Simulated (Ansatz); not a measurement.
A nudged elastic band was laid between two geometries of BClH3N + BrH (8 atoms, charge 0, multiplicity 1).

Level of theory: RKS B3LYP/def2-mTZVP (Ansatz).

```json
{
  "movable images": "5",
  "climbing image": "yes",
  "spring": "5.0 eV/Å²",
  "optimiser": "quadratic models (default)",
  "start path": "through a guess of the saddle point",
  "force threshold": "0.05 eV/Å",
  "iteration limit": "60",
  "end points": "relaxed"
}
```

First end point:

```xyz
8
Properties=species:S:1:pos:R:3
B -0.016 0.494 0.156
N 0.033 0.159 1.509
H -0.805 -0.048 2.036
H 0.846 0.320 2.089
Cl 1.459 1.050 -0.671
H -1.018 0.388 -0.464
Br 0.426 -3.530 1.714
H 0.400 -2.113 1.413
```

Last end point:

```xyz
8
Properties=species:S:1:pos:R:3
B 0.026 -0.498 0.207
N 0.182 -0.163 1.785
H -0.635 -0.481 2.307
H 0.300 0.841 1.933
Cl 1.577 0.144 -0.576
H -0.954 0.039 -0.191
Br -0.170 -2.524 0.148
H 1.001 -0.637 2.167
```

Q: What changes between the two ends?

A: Bonds broken: Br7–H8. Bonds formed: B1–Br7, N2–H8. BClH3N + BrH becomes BBrClH4N.

Q: What energy profile does the band end with?

A: It converged. The highest image is number 3 of 0 to 6, 0.66 eV above the first end and 1.16 eV above the last; the last end lies 0.50 eV below the first. A vibrational analysis at the climbing image gives one clearly imaginary mode, 475i cm⁻¹: a first-order saddle point. The orbitals stay closed-shell, which can raise the energy where a bond breaks towards radicals; this wasn't checked here.

```tsv
image	path coordinate (Å)	energy (eV)	Br7–H8 (Å)	B1–Br7 (Å)	N2–H8 (Å)
0	0.00	0.00	1.45	4.34	2.30
1	0.62	0.02	1.45	3.97	2.22
2	1.24	0.16	1.48	3.42	1.86
3	1.86	0.66	1.86	3.05	1.18
4	2.67	-0.07	2.21	2.25	1.03
5	3.48	-0.43	2.72	2.04	1.02
6	4.29	-0.50	3.00	2.04	1.02
```

Q: What is the geometry of the highest image?

A: 
```xyz
8
Properties=species:S:1:pos:R:3
B 0.051 0.089 0.218
N 0.069 -0.152 1.705
H -0.818 0.008 2.180
H 0.837 0.274 2.221
Cl 1.491 0.735 -0.521
H -0.960 -0.023 -0.369
Br 0.420 -2.897 0.699
H 0.235 -1.314 1.649
```

Q: What are the harmonic wavenumbers there?

A: 475i, 86, 283, 327, 365, 474, 741, 862, 966, 980, 1142, 1261, 1467, 1529, 1652, 2771, 3474, 3560 cm⁻¹.

Time of the run: 120 s on 4 threads of Arm Neoverse V1, with other jobs on the host, peak memory 0.25 GiB.
